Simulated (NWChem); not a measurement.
System: CH3O3Re; SMILES [CH3][Re](=[O])(=[O])=[O]

Input file for NWChem:

```
start job
memory heap 200 mb stack 900 mb global 1100 mb
geometry units angstroms noautosym nocenter noautoz
  Re     0.000000     0.000000     0.016494
  O     -0.380272     1.586853    -0.450604
  O      1.564391    -0.464101    -0.450604
  O     -1.184119    -1.122751    -0.450604
  C      0.000000     0.000000     2.087815
  H      0.754823     0.715208     2.449086
  H      0.241977    -1.011300     2.449086
  H     -0.996800     0.296092     2.449086
end
basis spherical
  * library def2-svpd
end
ecp
  Re library def2-ecp
end
dft
  xc pbe0
  iterations 150
end
task dft gradient
```

Excerpt of the output:

```
             Northwest Computational Chemistry Package (NWChem) 7.3.0
             --------------------------------------------------------

                             Geometry "geometry" -> ""
                             -------------------------

 Output coordinates in angstroms (scale by  1.889725989 to convert to a.u.)

  No.       Tag          Charge          X              Y              Z
 ---- ---------------- ---------- -------------- -------------- --------------
    1 Re                  75.0000     0.00000000     0.00000000     0.01649400
    2 O                    8.0000    -0.38027200     1.58685300    -0.45060400
    3 O                    8.0000     1.56439100    -0.46410100    -0.45060400
    4 O                    8.0000    -1.18411900    -1.12275100    -0.45060400
    5 C                    6.0000     0.00000000     0.00000000     2.08781500
    6 H                    1.0000     0.75482300     0.71520800     2.44908600
    7 H                    1.0000     0.24197700    -1.01130000     2.44908600
    8 H                    1.0000    -0.99680000     0.29609200     2.44908600

 Effective nuclear repulsion energy (a.u.)     802.9731240078

                                 NWChem DFT Module
                                 -----------------

 Summary of "ao basis" -> "ao basis" (spherical)
 ------------------------------------------------------------------------------
       Tag                 Description            Shells   Functions and Types
 ---------------- ------------------------------  ------  ---------------------
 Re                        def2-svpd                13       35   6s4p2d1f
 O                         def2-svpd                 9       23   4s3p2d
 C                         def2-svpd                 8       20   4s2p2d
 H                         def2-svpd                 4        8   2s2p

            General Information
            -------------------
          SCF calculation type: DFT
          Wavefunction type:  closed shell.
          No. of atoms     :     8
          No. of electrons :    48
           Alpha electrons :    24
            Beta electrons :    24
          Charge           :     0
          Spin multiplicity:     1
          Use of symmetry is: off; symmetry adaption is: off
          Maximum number of iterations: 150
          AO basis - number of functions:   148
                     number of shells:    60
          Convergence on energy requested:  1.00D-06
          Convergence on density requested:  1.00D-05
          Convergence on gradient requested:  5.00D-04

              XC Information
              --------------
                         PBE0 Method XC Functional
                     Hartree-Fock (Exact) Exchange  0.250
          PerdewBurkeErnzerhof Exchange Functional  0.750
            Perdew 1991 LDA Correlation Functional  1.000 local
           PerdewBurkeErnz. Correlation Functional  1.000 non-local

             Grid Information
             ----------------
          Grid used for XC integration:  medium
          Radial quadrature: Mura-Knowles
          Angular quadrature: Lebedev.
          Tag              B.-S. Rad. Rad. Pts. Rad. Cut. Ang. Pts.
          ---              ---------- --------- --------- ---------
          Re                  1.35      123          10.0       590
          O                   0.60       49          11.0       434
          C                   0.70       49          11.0       434
          H                   0.35       45          12.0       434
          Grid pruning is: on
          Number of quadrature shells:   454
          Spatial weights used:  Erf1

      Superposition of Atomic Density Guess
      -------------------------------------

 Sum of atomic energies:        -349.01499109

      Non-variational initial energy
      ------------------------------

 Total energy =    -341.214962
 1-e energy   =    -941.901520
 2-e energy   =     374.643017
 HOMO         =      -0.388731
 LUMO         =      -0.055771

   convergence    iter        energy       DeltaE   RMS-Dens  Diis-err
 ---------------- ----- ----------------- --------- --------- ---------
 d= 0,ls=0.0,diis     1   -342.8929772035 -5.69D+02  3.92D-02  5.38D+00
 d= 0,ls=0.0,diis     2   -338.1631708307  4.73D+00  3.06D-02  4.95D+01
 d= 0,ls=0.0,diis     3   -343.4765906866 -5.31D+00  2.26D-03  6.19D-02
 d= 0,ls=0.0,diis     4   -343.4747654014  1.83D-03  1.25D-03  7.43D-02
 d= 0,ls=0.0,diis     5   -343.4834679383 -8.70D-03  1.14D-04  7.01D-04
  Resetting Diis
 d= 0,ls=0.0,diis     6   -343.4835267779 -5.88D-05  4.48D-05  1.03D-04
 d= 0,ls=0.0,diis     7   -343.4835372321 -1.05D-05  2.26D-05  3.59D-06
 d= 0,ls=0.0,diis     8   -343.4835351900  2.04D-06  1.75D-05  2.55D-05
 d= 0,ls=0.0,diis     9   -343.4835375454 -2.36D-06  2.61D-06  3.12D-07
 d= 0,ls=0.0,diis    10   -343.4835375754 -3.01D-08  6.11D-07  9.82D-09

         Total DFT energy =     -343.483537575426
      One electron energy =     -944.695712044816
           Coulomb energy =      415.456144508126
    Exchange-Corr. energy =      -40.287510354116
 Nuclear repulsion energy =      226.043540315381

 Numeric. integr. density =       48.000008079063

                       DFT Final Molecular Orbital Analysis
                       ------------------------------------

 Vector   22  Occ=2.000000D+00  E=-3.661785D-01
              MO Center=  3.4D-02,  1.0D-01, -4.3D-01, r^2= 3.3D+00
   Bfn.  Coefficient  Atom+Function         Bfn.  Coefficient  Atom+Function
  ----- ------------  ---------------      ----- ------------  ---------------
    42      0.340473  2 O  pz                65     -0.254696  3 O  pz
    86     -0.255624  4 O  px                45      0.237436  2 O  pz
    87      0.209062  4 O  py                64      0.189892  3 O  py
    63      0.185289  3 O  px                89     -0.185234  4 O  px
    41     -0.182435  2 O  py                 8     -0.180854  1 Re py

 Vector   23  Occ=2.000000D+00  E=-3.661783D-01
              MO Center= -3.4D-02, -1.0D-01, -4.3D-01, r^2= 3.3D+00
   Bfn.  Coefficient  Atom+Function         Bfn.  Coefficient  Atom+Function
  ----- ------------  ---------------      ----- ------------  ---------------
    88     -0.343647  4 O  pz                40      0.326795  2 O  px
    64      0.266765  3 O  py                65      0.246101  3 O  pz
    91     -0.239651  4 O  pz                43      0.238247  2 O  px
    67      0.193180  3 O  py                 7     -0.180854  1 Re px
    87     -0.174118  4 O  py                68      0.171624  3 O  pz

 Vector   24  Occ=2.000000D+00  E=-3.612919D-01
              MO Center= -1.4D-04, -2.5D-04, -4.3D-01, r^2= 3.2D+00
   Bfn.  Coefficient  Atom+Function         Bfn.  Coefficient  Atom+Function
  ----- ------------  ---------------      ----- ------------  ---------------
    40      0.367559  2 O  px                64     -0.362392  3 O  py
    87      0.274358  4 O  py                86     -0.260125  4 O  px
    43      0.256777  2 O  px                67     -0.253169  3 O  py
    90      0.191670  4 O  py                89     -0.181727  4 O  px
    63     -0.107476  3 O  px                41      0.088059  2 O  py

 Vector   25  Occ=0.000000D+00  E=-1.129749D-01
              MO Center=  8.9D-02,  1.6D-01,  4.6D-03, r^2= 2.4D+00
   Bfn.  Coefficient  Atom+Function         Bfn.  Coefficient  Atom+Function
  ----- ------------  ---------------      ----- ------------  ---------------
    20      0.600628  1 Re d -1              22      0.421192  1 Re d  1
    42     -0.262154  2 O  pz                23     -0.253665  1 Re d  2
    65      0.220804  3 O  pz                45     -0.217796  2 O  pz
   134      0.209937  7 H  s                 68      0.183442  3 O  pz
   142     -0.176873  8 H  s                 41     -0.166919  2 O  py

 Vector   26  Occ=0.000000D+00  E=-1.129741D-01
              MO Center= -8.9D-02, -1.6D-01,  4.6D-03, r^2= 2.4D+00
   Bfn.  Coefficient  Atom+Function         Bfn.  Coefficient  Atom+Function
  ----- ------------  ---------------      ----- ------------  ---------------
    22      0.600627  1 Re d  1              20     -0.421192  1 Re d -1
    88     -0.278837  4 O  pz                19      0.253669  1 Re d -2
    91     -0.231656  4 O  pz               126      0.223320  6 H  s
    65      0.175229  3 O  pz                40     -0.152423  2 O  px
    68      0.145579  3 O  pz                64     -0.144545  3 O  py

 Vector   27  Occ=0.000000D+00  E=-3.788089D-02
              MO Center= -1.1D-06, -2.0D-06,  3.8D-01, r^2= 3.7D+00
   Bfn.  Coefficient  Atom+Function         Bfn.  Coefficient  Atom+Function
  ----- ------------  ---------------      ----- ------------  ---------------
   108      1.251468  5 C  s                 21      0.683772  1 Re d  0
    15     -0.442943  1 Re pz               114      0.439083  5 C  pz
   126     -0.429438  6 H  s                134     -0.429435  7 H  s
   142     -0.429437  8 H  s                  6     -0.299066  1 Re s
   111      0.282484  5 C  pz                26      0.234031  1 Re d  0

     Multipole analysis of the density
     ---------------------------------

     L   x y z        total         alpha         beta         nuclear
     -   - - -        -----         -----         ----         -------
     0   0 0 0      0.000000    -24.000000    -24.000000     48.000000

     1   1 0 0     -0.000026     -0.000013     -0.000013      0.000000
     1   0 1 0     -0.000051     -0.000033     -0.000033      0.000015
     1   0 0 1      1.286732     -8.150533     -8.150533     17.587797

     2   2 0 0    -38.011453    -78.953953    -78.953953    119.896453
     2   1 1 0      0.000078      0.000045      0.000045     -0.000013
     2   1 0 1      0.000021      0.000010      0.000010      0.000000
     2   0 2 0    -38.011502    -78.953951    -78.953951    119.896401
     2   0 1 1      0.000036      0.000025      0.000025     -0.000013
     2   0 0 2    -31.159934   -103.115737   -103.115737    175.071540

            General Information
            -------------------
          SCF calculation type: DFT
          Wavefunction type:  closed shell.
          No. of atoms     :     8
          No. of electrons :    48
           Alpha electrons :    24
            Beta electrons :    24
          Charge           :     0
          Spin multiplicity:     1
          Use of symmetry is: off; symmetry adaption is: off
          Maximum number of iterations: 150
          AO basis - number of functions:   148
                     number of shells:    60
          Convergence on energy requested:  1.00D-06
          Convergence on density requested:  1.00D-05
          Convergence on gradient requested:  5.00D-04

              XC Information
              --------------
                         PBE0 Method XC Functional
                     Hartree-Fock (Exact) Exchange  0.250
          PerdewBurkeErnzerhof Exchange Functional  0.750
            Perdew 1991 LDA Correlation Functional  1.000 local
           PerdewBurkeErnz. Correlation Functional  1.000 non-local

             Grid Information
             ----------------
          Grid used for XC integration:  medium
          Radial quadrature: Mura-Knowles
          Angular quadrature: Lebedev.
          Tag              B.-S. Rad. Rad. Pts. Rad. Cut. Ang. Pts.
          ---              ---------- --------- --------- ---------
          Re                  1.35      123          10.0       590
          O                   0.60       49          11.0       434
          C                   0.70       49          11.0       434
          H                   0.35       45          12.0       434
          Grid pruning is: on
          Number of quadrature shells:   454
          Spatial weights used:  Erf1

          Convergence Information
          -----------------------
          Convergence aids based upon iterative change in
          total energy or number of iterations.
          Levelshifting, if invoked, occurs when the
          HOMO/LUMO gap drops below (HL_TOL):  1.00D-02
          DIIS, if invoked, will attempt to extrapolate
          using up to (NFOCK): 10 stored Fock matrices.

                    Damping( 0%)  Levelshifting(0.5)       DIIS
                  --------------- ------------------- ---------------
          dE  on:    start            ASAP                start
          dE off:    2 iters        150 iters           150 iters

                            NWChem DFT Gradient Module
                            --------------------------

  charge          =   0.00
  wavefunction    = closed shell

                         DFT ENERGY GRADIENTS

    atom               coordinates                        gradient
                 x          y          z           x          y          z
   1 Re      0.000000   0.000000   0.031169   -0.000010  -0.000002  -0.002939
   2 O      -0.718610   2.998717  -0.851518    0.000597  -0.002492   0.001138
   3 O       2.956270  -0.877024  -0.851518   -0.002447   0.000729   0.001134
   4 O      -2.237660  -2.121692  -0.851518    0.001859   0.001764   0.001138
   5 C       0.000000   0.000000   3.945398    0.000002   0.000001  -0.001426
   6 H       1.426409   1.351547   4.628101    0.000418   0.000394   0.000317
   7 H       0.457270  -1.911080   4.628101    0.000131  -0.000558   0.000319
   8 H      -1.883679   0.559533   4.628101   -0.000551   0.000164   0.000319
```

Level: PBE0/def2-SVPD with def2 effective core potentials on Re. Structure relaxed at the PBE0/def2-SVP level. No frequency run checked for a minimum. def2 effective core potentials on Re; no spin-orbit coupling.
